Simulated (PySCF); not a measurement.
## Spin-rotation constants: SMILES N/N=C(\C=C)C(F)(F)F, C4H5F3N2

Molfile (atoms numbered from 1):
```
C4H5F3N2
     RDKit          3D

 14 13  0  0  0  0  0  0  0  0999 V2000
   -0.0927    1.9713   -0.7314 C   0  0  0  0  0  0  0  0  0  0  0  0
   -0.5755    0.7513   -0.5129 C   0  0  0  0  0  0  0  0  0  0  0  0
    0.1281   -0.3380    0.1410 C   0  0  0  0  0  0  0  0  0  0  0  0
   -0.2987   -1.5205    0.4049 N   0  0  0  0  0  0  0  0  0  0  0  0
   -1.4830   -1.9796    0.0771 N   0  0  0  0  0  0  0  0  0  0  0  0
    1.5464   -0.1038    0.5982 C   0  0  0  0  0  0  0  0  0  0  0  0
    1.6350    0.8798    1.5174 F   0  0  0  0  0  0  0  0  0  0  0  0
    2.3641    0.2637   -0.4081 F   0  0  0  0  0  0  0  0  0  0  0  0
    2.0972   -1.1854    1.1535 F   0  0  0  0  0  0  0  0  0  0  0  0
   -0.6883    2.7190   -1.2265 H   0  0  0  0  0  0  0  0  0  0  0  0
    0.8959    2.2720   -0.4338 H   0  0  0  0  0  0  0  0  0  0  0  0
   -1.5799    0.5169   -0.8430 H   0  0  0  0  0  0  0  0  0  0  0  0
   -2.2326   -1.3858   -0.2603 H   0  0  0  0  0  0  0  0  0  0  0  0
   -1.7167   -2.8613    0.5016 H   0  0  0  0  0  0  0  0  0  0  0  0
  1  2  2  0
  2  3  1  0
  3  4  2  0
  4  5  1  0
  3  6  1  0
  6  7  1  0
  6  8  1  0
  6  9  1  0
  1 10  1  0
  1 11  1  0
  2 12  1  0
  5 13  1  0
  5 14  1  0
M  END
```

Method: GIAO B97-D/STO-3G magnetisability, rotational g tensor and spin-rotation constants, non-relativistic, gas phase (PySCF). Geometry: GFN2-xTB.

Task: Give the nuclear spin-rotation constants along the inertial axes (H = +C I·J) beside the isotropic shieldings.

Result: Rotational constants 2.0691, 1.5232, 1.0352 GHz. A star marks the isotopologue with that one atom substituted, in its own axes.
| atom | isotope | Caa (kHz) | Cbb (kHz) | Ccc (kHz) | mean (kHz) | σ (ppm) |
| --- | --- | --- | --- | --- | --- | --- |
| N4 | 14N | 0.493 | 0.168 | 0.010 | 0.224 | 49.1 |
| N5 | 14N | 0.068 | 0.105 | 0.031 | 0.068 | 219.5 |
| F7 | 19F | 1.024 | 0.746 | 0.863 | 0.878 | 358.6 |
| F8 | 19F | 1.024 | 0.760 | 0.830 | 0.872 | 359.8 |
| F9 | 19F | 0.842 | 1.342 | 0.299 | 0.828 | 372.5 |
| H10 | 1H | -0.205 | 0.109 | -0.121 | -0.072 | 28.1 |
| H11 | 1H | 0.140 | -0.141 | -0.124 | -0.042 | 28.2 |
| H12 | 1H | 0.137 | -0.127 | -0.121 | -0.037 | 27.5 |
| H13 | 1H | -0.144 | 0.024 | -0.127 | -0.082 | 27.5 |
| H14 | 1H | -0.122 | 0.000 | -0.123 | -0.082 | 27.4 |
| C1 | 13C* | 0.493 | 0.408 | 0.052 | 0.318 | 135.9 |
| C2 | 13C* | 0.556 | 0.390 | 0.032 | 0.326 | 136.4 |
| C3 | 13C* | 0.543 | 0.314 | 0.085 | 0.314 | 138.2 |
| C6 | 13C* | 0.467 | 0.260 | 0.167 | 0.298 | 133.4 |

For the geometry as given, no vibrational averaging.
